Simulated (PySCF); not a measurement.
Simulated absorption spectrum

N,N-dimethylpropionamide, C5H11NO.
SMILES: `CN(C)C(CC)=O`

Method: TDDFT wB97X-D/def2-SVPD, vertical, gas phase, core orbitals frozen in the response (PySCF). Isolated species at its GFN2-xTB geometry (one conformer only). Torsions of this conformer, `[CH3:1][CH2:2][C:3](=[O:4])[N:5]([CH3:6])[CH3:7]`: C1–C2–C3–O4 -2°, C2–C3–N5–C6 0°.

Each state is given a Gaussian of 0.3 eV full width at half maximum, with ε(max) = 2.175×10⁸ f / Δν̃ (Δν̃ the width in cm⁻¹). The width is an assumption, not a result. The curve ends short of the highest state used, and states not computed would add to its high-energy end.

```json
{"λ (nm)": "157.7", "ε (L mol⁻¹ cm⁻¹)": "266"}
{"λ (nm)": "159.3", "ε (L mol⁻¹ cm⁻¹)": "278"}
{"λ (nm)": "160.9", "ε (L mol⁻¹ cm⁻¹)": "206"}
{"λ (nm)": "162.5", "ε (L mol⁻¹ cm⁻¹)": "141"}
{"λ (nm)": "164.1", "ε (L mol⁻¹ cm⁻¹)": "252"}
{"λ (nm)": "165.7", "ε (L mol⁻¹ cm⁻¹)": "912"}
{"λ (nm)": "167.3", "ε (L mol⁻¹ cm⁻¹)": "2904"}
{"λ (nm)": "168.9", "ε (L mol⁻¹ cm⁻¹)": "7173"}
{"λ (nm)": "170.5", "ε (L mol⁻¹ cm⁻¹)": "13635"}
{"λ (nm)": "172.2", "ε (L mol⁻¹ cm⁻¹)": "20254"}
{"λ (nm)": "173.8", "ε (L mol⁻¹ cm⁻¹)": "22524"}
{"λ (nm)": "175.4", "ε (L mol⁻¹ cm⁻¹)": "19484"}
{"λ (nm)": "177.0", "ε (L mol⁻¹ cm⁻¹)": "13251"}
{"λ (nm)": "178.6", "ε (L mol⁻¹ cm⁻¹)": "7247"}
{"λ (nm)": "180.2", "ε (L mol⁻¹ cm⁻¹)": "3459"}
{"λ (nm)": "181.8", "ε (L mol⁻¹ cm⁻¹)": "1926"}
{"λ (nm)": "183.4", "ε (L mol⁻¹ cm⁻¹)": "1761"}
{"λ (nm)": "185.0", "ε (L mol⁻¹ cm⁻¹)": "2047"}
{"λ (nm)": "186.7", "ε (L mol⁻¹ cm⁻¹)": "2179"}
{"λ (nm)": "188.3", "ε (L mol⁻¹ cm⁻¹)": "1927"}
{"λ (nm)": "189.9", "ε (L mol⁻¹ cm⁻¹)": "1415"}
{"λ (nm)": "191.5", "ε (L mol⁻¹ cm⁻¹)": "869"}
{"λ (nm)": "193.1", "ε (L mol⁻¹ cm⁻¹)": "450"}
{"λ (nm)": "194.7", "ε (L mol⁻¹ cm⁻¹)": "198"}
{"λ (nm)": "196.3", "ε (L mol⁻¹ cm⁻¹)": "75"}
{"λ (nm)": "197.9", "ε (L mol⁻¹ cm⁻¹)": "25"}
{"λ (nm)": "199.5", "ε (L mol⁻¹ cm⁻¹)": "9"}
{"λ (nm)": "201.2", "ε (L mol⁻¹ cm⁻¹)": "7"}
{"λ (nm)": "202.8", "ε (L mol⁻¹ cm⁻¹)": "12"}
{"λ (nm)": "204.4", "ε (L mol⁻¹ cm⁻¹)": "19"}
{"λ (nm)": "206.0", "ε (L mol⁻¹ cm⁻¹)": "27"}
{"λ (nm)": "207.6", "ε (L mol⁻¹ cm⁻¹)": "35"}
{"λ (nm)": "209.2", "ε (L mol⁻¹ cm⁻¹)": "38"}
{"λ (nm)": "210.8", "ε (L mol⁻¹ cm⁻¹)": "37"}
{"λ (nm)": "212.4", "ε (L mol⁻¹ cm⁻¹)": "32"}
{"λ (nm)": "214.1", "ε (L mol⁻¹ cm⁻¹)": "24"}
{"λ (nm)": "215.7", "ε (L mol⁻¹ cm⁻¹)": "17"}
{"λ (nm)": "217.3", "ε (L mol⁻¹ cm⁻¹)": "10"}
{"λ (nm)": "218.9", "ε (L mol⁻¹ cm⁻¹)": "6"}
{"λ (nm)": "220.5", "ε (L mol⁻¹ cm⁻¹)": "3"}
{"λ (nm)": "222.1", "ε (L mol⁻¹ cm⁻¹)": "1"}
{"λ (nm)": "223.7", "ε (L mol⁻¹ cm⁻¹)": "1"}
{"λ (nm)": "225.3", "ε (L mol⁻¹ cm⁻¹)": "0"}
{"λ (nm)": "226.9", "ε (L mol⁻¹ cm⁻¹)": "0"}
```

Task: Where are the band maxima, and which computed states make them?

Result: 210 nm (5.91 eV), ε about 39, made up of S1 (100%); 186 nm (6.65 eV), ε about 2200, made up of S2 (99%); 174 nm (7.14 eV), ε about 23000, made up of S3 (94%); 159 nm (7.81 eV), ε about 290, made up of S5 (90%) (ε in L mol⁻¹ cm⁻¹; maxima over ε = 5, shares over 10%). The states used: S1 5.91 eV (f 0.0004); S2 6.65 eV (f 0.024); S3 7.13 eV (f 0.236); S4 7.26 eV (f 0.023); S5 7.81 eV (f 0.0029); S6 7.88 eV (f 0.0003); S7 8.41 eV (f 0.020); S8 8.46 eV (f 0.0057).

Task: What would ε be at 7.14 eV, the highest of these maxima, with half the width (0.15 eV)?

Result: About 42900 L mol⁻¹ cm⁻¹ against 22500, a factor of about 1.9; a lone state at its own centre would give exactly 2.

Task: On this curve, what absorbance would a 10⁻⁴ mol/L sample give at 193 nm over a 1 cm path?

Result: 193 nm is 6.424 eV, where ε is about 470 L mol⁻¹ cm⁻¹, so A = ε c l ≈ 0.047 (Beer–Lambert, with the gas-phase spectrum and the assumed width).

Task: Coming from long wavelengths, where does ε first pass 100 L mol⁻¹ cm⁻¹?

Result: At about 196 nm (6.33 eV), 0.42 eV above S1.
